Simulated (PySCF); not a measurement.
An unknown shows these calculated signals:

¹H NMR (300 MHz, computed): δ 7.67 (m, 1H), 7.12 (m, 1H), 4.40 (m, 3H), 4.38 (s, 3H), 1.88 (s, 3H).

¹³C{¹H} NMR (computed): δ 171.0 (C), 164.0 (CH), 126.6 (C), 121.3 (C), 62.9 (CH3), 13.8 (CH3).

Single conformer, gas phase, non-relativistic, fast rotation and ring inversion assumed for equivalent nuclei. GIAO PBE0/pcSseg-1 shieldings; geometry from GFN2-xTB; PySCF 2.14.

References, each an isolated molecule treated in the same way: ¹H (31.72 ppm), ¹³C (186.93 ppm) vs TMS.

Q: Which of these does the molecule contain: an S-methyl group, a benzene ring, an aldehyde, a non-aromatic C=C double bond, a methoxy group, a Si–H bond?

A: 
- An S-methyl group: no.
- A benzene ring: no.
- An aldehyde: no.
- A non-aromatic C=C double bond: yes.
- A methoxy group: yes (δC 62.9; δH 4.38 (s)).
- A Si–H bond: yes (δH 4.40 (m)).

The data belong to `COC1=C(C)C=C([SiH3])[P@H]1=O`, C6H11O2PSi; they needn't prove each group on their own.

Carbon signals by region: 2 in the far downfield region (above 160 ppm), 2 in the sp2 and nitrile region (100–160 ppm), 1 at 50–100 ppm, 1 below 50 ppm. Above 160 ppm: 171.0, alkene carbon bearing oxygen, 164.0, alkene CH.

Splittings by ³¹P in the carbon and heteronuclear signals aren't shown, as no couplings were computed. Shifts are as computed. Against solution values, carbons near 30 ppm lie about +3 ppm off and those near 130 ppm about +5 ppm. Of 1211 compounds with measured shifts, 218 miss one by over three times the rms of a fit or turn the order of signals round; such compounds aren't used in these exercises. Multiplicities follow the n + 1 count of equivalent neighbours, as no J values were calculated; m marks all less simple cases, F and P coupling included.
